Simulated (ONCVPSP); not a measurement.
**Plane-wave convergence, ONCV potential for Ni**

Ni (Z = 28), optimised norm-conserving Vanderbilt (ONCV), made with ONCVPSP 4.0.1 (PBE, scalar-relativistic). Core [Ar], reference 3d8 4s1.75 4p0.25. Waves: 4s: rc 2.25 bohr, ncon 4, nbas 7, qcut 2.7 1/bohr, 2 projectors, debl 0.4 Ha; 4p: rc 3.05 bohr, ncon 3, nbas 7, qcut 3.1 1/bohr, 2 projectors, debl 2.2 Ha; 3d: rc 0.75 bohr, ncon 4, nbas 8, qcut 14 1/bohr, local; f scattering state at 0.26 Ha: rc 2.90 bohr, ncon 4, nbas 7, qcut 4.3 1/bohr, 1 projector. Local part: the d channel. Core correction: Teter function, fcfact 5.5, rcfact 1.8.

**Question.** For each optimised wave give the share of its norm inside rc, the residual kinetic energy above qcut (Ha) and the cutoffs (Ha) for errors of 10, 1, 0.1 and 0.01 mHa per electron.

**Answer.**

```tsv
wave	norm inside rc	residual KE	10 mHa	1 mHa	0.1 mHa	0.01 mHa
4s	0.361	3.4e-03	2.6	8.6	21.3	25.6
s projector 2	0.137	2.6e-03	2.4	4.5	15.6	30.5
4p	0.298	3.5e-06	0.8	1.4	1.9	4.0
p projector 2	0.203	3.9e-03	4.0	6.1	22.1	37.0
3d	0.403	6.9e-03	93.6	334.6	425.8	569.2
f projector 1	0.014	1.6e-07	0.7	1.4	3.2	5.7
```

The occupied waves need 335 Ha and 426 Ha for 1 and 0.1 mHa. Note: ghosts flagged at negative energy: s at -380.2 eV, p at -128.9 eV; GHOST(+) flagged for f at 18.2 eV. A true bound ghost makes a file unfit for plane-wave use. 1 of 4 tests not solved or not reliable.
